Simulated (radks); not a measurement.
The numbers below are computed, except where a source is named.
Spherical quantum dot in the effective-mass picture: electrons in a well V = -V0 / (1 + exp((r - R)/a)) with V0 = 5.53, R = 3.97, a = 0.39, with a point charge +1 (a donor) at the centre, all in effective atomic units (hartree* = m*/eps^2 hartree, bohr* = eps/m* bohr), one dielectric constant everywhere. Level of theory: non-relativistic Kohn-Sham, exchange-only LDA, spin-polarised, spherical densities (a radial shooting solver with Libxc functionals). Levels are named by radial order and angular momentum (1s, 1p, 1d, 2s, ...), and open shells are averaged over m.

N = 3, configuration 1s2 1p(up 1, down 0). This is the lowest configuration that the search found. Occupied and some empty levels:

level    occupation  eigenvalue (hartree*)  <r> (bohr*)
1s up             1                -4.7102        1.592
1s down           1                -4.6588        1.542
1p up             1                -4.2303        2.239
1p down           0                -4.1543        2.231
2s up             0                -3.8458        2.011
2s down           0                -3.7959        2.044
1d up             0                -3.7744        2.519
1d down           0                -3.6955        2.523
1f up             0                -3.2567        2.722
1f down           0                -3.1795        2.730

Energy (hartree*): total -15.6026, kinetic 1.4395, external -18.540, Hartree 2.2559, exchange-correlation -0.75778.
